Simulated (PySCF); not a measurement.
C3H16Si4.
Bonds: C1–C2, C2–C3, C3–Si4, Si4–Si5, Si5–Si6, Si5–Si7. Hydrogens: H8, H9, H10 on C1; H11, H12 on C2; H13, H14 on C3; H15, H16 on Si4; H17 on Si5; H18, H19, H20 on Si6; H21, H22, H23 on Si7.

Level: PBE0/pcSseg-1 in PySCF, non-relativistic, on one gas-phase PBE0-D3(BJ)/def2-SVP geometry that isn't relaxed in the solvent. The solvent is an IEF-PCM continuum (Bondi radii, 1.10 Å for H, scaled by 1.2). Only the electrostatic response of the medium enters.

Gas phase at PBE0/pcSseg-1: HOMO -7.78 eV, LUMO -0.13 eV, dipole 1.09 D.

Q: What does the continuum do to the energy, the frontier levels and the dipole at PBE0/pcSseg-1 in methanol and water?

A: 
```tsv
solvent	ε	E(solvent) − E(gas) (kJ/mol)	polarisation term (kJ/mol)	distortion of the solute (kJ/mol)	HOMO (eV)	LUMO (eV)	dipole (D)
methanol	32.61	-3.56	-3.87	0.31	-7.62	0.03	1.33
water	78.36	-3.67	-4.00	0.33	-7.61	0.03	1.33
```

The first energy column is the sum of the next two and covers electrostatics alone. From methanol to water the lowering changes by a factor 1.03, Onsager's factor (ε − 1)/(2ε + 1) by 1.03 and ε itself by 2.4.

Q: Which radius a makes the point-dipole formula ΔE = −[(ε − 1)/(2ε + 1)]·μ²/a³ give the value in water, with the gas-phase dipole?

A: μ = 0.430 au and |ΔE| = 0.00140 Eh give a = 2.13 Å; the farthest nucleus lies 5.20 Å from the centroid of the nuclei, so such a sphere wouldn't even hold the nuclei. The formula assumes a rigid point dipole at the centre of a sphere.

Q: Which IAO charges (PBE0/pcSseg-1) respond most in methanol (means over atoms taken as equivalent)?

A: 
```tsv
atoms	environment	gas (e)	solvent (e)	change
Si5	SiH silicon	-0.013	-0.007	+0.006
H15/H16	Si–H hydrogen	-0.106	-0.111	-0.005
Si4	SiH2 silicon	+0.472	+0.478	+0.006
H13/H14	methylene hydrogen	+0.140	+0.145	+0.005
C1	methyl carbon	-0.406	-0.410	-0.004
Si6/Si7	SiH3 silicon	+0.291	+0.293	+0.002
H18 (×6)	Si–H hydrogen	-0.092	-0.094	-0.002
C3	sp3 carbon bound to silicon	-0.515	-0.517	-0.002
```

Conformer computed: `[CH3:1][CH2:2][CH2:3][SiH2:4][SiH:5]([SiH3:6])[SiH3:7]`: C1–C2–C3–Si4 179°, C2–C3–Si4–Si5 -179°, C3–Si4–Si5–Si6 61°.
